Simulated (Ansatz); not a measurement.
Z-matrix (Å, degrees):
```
C
C 1 1.487
Ge 1 1.977 2 110.8
H 1 1.093 2 110.9 3 -118.3
H 1 1.093 2 111.4 3 120.4
N 2 1.265 1 128.1 3 -102.6
H 2 1.096 1 115.3 3 75.6
H 3 1.536 1 109.1 2 65.0
H 3 1.537 1 109.5 2 -55.0
H 3 1.537 1 109.2 2 -174.9
H 6 1.023 2 110.7 1 -1.7
```

Total charge 0; spin multiplicity 1.

List the B3LYP/def2-TZVPP orbital energies in eV (Ansatz). (An estimate is asked.)

Ansatz gave: Occupied: -10850.36, -1354.75, -1205.64, -1205.64, -1205.64, -389.16, -278.21, -277.30, -169.28, -119.53, -119.52, -119.52, -33.10, -33.09, -33.09, -33.02, -33.02, -24.78, -20.21, -16.31, -15.10, -12.97, -12.62, -10.83, -10.29, -9.51, -9.45, -8.11, -7.31. Lowest empty: -0.55, 0.32, 0.90, 1.29, 1.45, 1.69, 1.98, 2.59.

B3LYP here is the variant with VWN-RPA as its local correlation; programs differ in this.
